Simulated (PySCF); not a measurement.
System: CH4Si, singlet: twist about the double or partial double bond, both ends planar. Scanned: twist about the central bond. Other coordinates (C-Si length, H-C-Si angle, H-Si-C angle, C-H length, Si-H length) were minimised at PBE0/def2-TZVP.

The free coordinates were minimised at PBE0/def2-TZVP in PySCF; the energy column is CCSD(T) on RHF/cc-pVTZ, 6 core orbitals frozen run with PySCF, in kcal/mol.

```tsv
at / °	C-Si length / Å	H-C-Si angle / °	H-Si-C angle / °	C-H length / Å	Si-H length / Å	E
0	1.699	122.2	122.7	1.084	1.478	0.0
7.50	1.699	122.2	122.7	1.084	1.478	0.4
15	1.700	122.2	122.8	1.084	1.479	1.7
22.50	1.702	122.2	122.9	1.084	1.479	3.7
30	1.703	122.2	123.2	1.084	1.480	6.6
37.50	1.706	122.3	123.5	1.084	1.481	10.3
45	1.709	122.3	123.9	1.084	1.482	14.6
52.50	1.711	122.3	124.4	1.084	1.484	19.7
60	1.713	122.4	125.0	1.085	1.486	25.3
67.50	1.715	122.4	125.6	1.085	1.488	31.5
75	1.715	122.3	126.4	1.085	1.492	38.2
82.50	1.708	122.2	127.5	1.085	1.497	45.3
90	1.688	122.0	129.2	1.085	1.505	51.8
```

Near 90° the triplet can lie below this singlet.
